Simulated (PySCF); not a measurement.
BrFTe. Atoms are numbered in the order given.

```xyz
3

Te     0.3225     0.8425     0.0000
F     -1.5113     1.4148     0.0000
Br    -0.0905    -1.6155     0.0000
```

Geometry: B3LYP-D3(BJ)/def2-TZVP. The def2 effective core potentials stand for the cores of Te; spin–orbit coupling is left out.

All values below come from TDA-LC-ωPBE/def2-SVPD run with PySCF.

Vertical excitations. Isolated molecule, no solvent. State labels are in the subgroup Cs.

### Question
Estimate the UV-visible absorptions. (The exact figures need the calculation; the answer reports its results.)

### Answer

```json
[
 {"state": "S1", "symmetry": "A\"", "energy (eV)": "2.37", "λ (nm)": "524", "f": "0.001", "main pairs": "HOMO→LUMO 84 %"},
 {"state": "S2", "symmetry": "A\"", "energy (eV)": "2.84", "λ (nm)": "436", "f": "0.001", "main pairs": "HOMO→LUMO+1 83 %, HOMO→LUMO 13 %"},
 {"state": "S3", "symmetry": "A'", "energy (eV)": "5.14", "λ (nm)": "241", "f": "0.003", "main pairs": "HOMO−1→LUMO 88 %"},
 {"state": "S4", "symmetry": "A\"", "energy (eV)": "5.44", "λ (nm)": "228", "f": "0.002", "main pairs": "HOMO−2→LUMO 87 %"},
 {"state": "S5", "symmetry": "A'", "energy (eV)": "6.22", "λ (nm)": "199", "f": "0.009", "main pairs": "HOMO−1→LUMO+1 70 %, HOMO−3→LUMO 21 %"},
 {"state": "S6", "symmetry": "A\"", "energy (eV)": "6.39", "λ (nm)": "194", "f": "0.000", "main pairs": "HOMO−2→LUMO+1 84 %"},
 {"state": "S7", "symmetry": "A\"", "energy (eV)": "6.54", "λ (nm)": "189", "f": "0.100", "main pairs": "HOMO→LUMO+3 64 %, HOMO→LUMO+2 20 %, HOMO→LUMO+6 10 %"},
 {"state": "S8", "symmetry": "A'", "energy (eV)": "6.55", "λ (nm)": "189", "f": "0.017", "main pairs": "HOMO−3→LUMO+1 80 %"},
 {"state": "S9", "symmetry": "A\"", "energy (eV)": "7.31", "λ (nm)": "170", "f": "0.009", "main pairs": "HOMO→LUMO+2 70 %, HOMO→LUMO+3 11 %"},
 {"state": "S10", "symmetry": "A'", "energy (eV)": "7.45", "λ (nm)": "166", "f": "0.384", "main pairs": "HOMO→LUMO+4 71 %, HOMO−3→LUMO 13 %"},
 {"state": "T1", "symmetry": "A\"", "energy (eV)": "1.58", "λ (nm)": "784", "f": "0", "main pairs": "HOMO→LUMO 74 %, HOMO→LUMO+1 20 %"},
 {"state": "T2", "symmetry": "A\"", "energy (eV)": "1.88", "λ (nm)": "660", "f": "0", "main pairs": "HOMO→LUMO+1 72 %, HOMO→LUMO 22 %"},
 {"state": "T3", "symmetry": "A'", "energy (eV)": "4.48", "λ (nm)": "277", "f": "0", "main pairs": "HOMO−1→LUMO 85 %"},
 {"state": "T4", "symmetry": "A\"", "energy (eV)": "4.78", "λ (nm)": "259", "f": "0", "main pairs": "HOMO−2→LUMO 85 %"}
]
```
Triplets are in the Tamm–Dancoff approximation.
